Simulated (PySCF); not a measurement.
Ge(GeH3)(OH)3, SMILES [OH][Ge]([OH])([OH])[GeH3], PBE0/def2-SVP optimised geometry.

```
11

O     -0.65    -3.13     2.12
Ge    -1.31    -1.49     1.98
O     -0.85    -0.62     3.46
O     -3.08    -1.64     1.99
Ge    -0.51    -0.36     0.00
H     -1.37    -3.78     2.19
H     -0.40    -1.22     4.07
H     -3.44    -1.27     2.80
H     -1.03    -1.09    -1.25
H      1.03    -0.36     0.00
H     -1.03     1.09     0.00
```

Density from PBE0/def2-TZVP run with PySCF at that geometry.

Minimum of the electron density along straight lines between bonded atoms, close to the bond critical point (lines longer than 1.1 times the sum of covalent radii, or with two minima, are not listed):

| bond | length / Å | ρ at the minimum / e bohr⁻³ | ∇²ρ there / e bohr⁻⁵ | position (fraction from the first atom) |
|---|---|---|---|---|
| O1–Ge2 | 1.778 | 0.145 | 0.64 | 0.53 |
| Ge2–O3 | 1.777 | 0.145 | 0.64 | 0.47 |
| Ge2–O4 | 1.778 | 0.145 | 0.64 | 0.47 |
| Ge2–Ge5 | 2.412 | ___ | ___ | 0.52 |
| O1–H6 | 0.965 | 0.353 | -2.37 | 0.81 |
| O3–H7 | 0.965 | 0.353 | -2.37 | 0.81 |
| O4–H8 | 0.965 | 0.353 | -2.37 | 0.81 |
| Ge5–H9 | 1.537 | 0.133 | 0.05 | 0.59 |
| Ge5–H10 | 1.536 | 0.133 | 0.05 | 0.59 |
| Ge5–H11 | 1.537 | 0.133 | 0.05 | 0.59 |

Problem. Some entries are withheld; supply them.

Solution. 
- Ge2–Ge5, ρ at the minimum / e bohr⁻³: 0.090
- Ge2–Ge5, ∇²ρ there / e bohr⁻⁵: -0.10
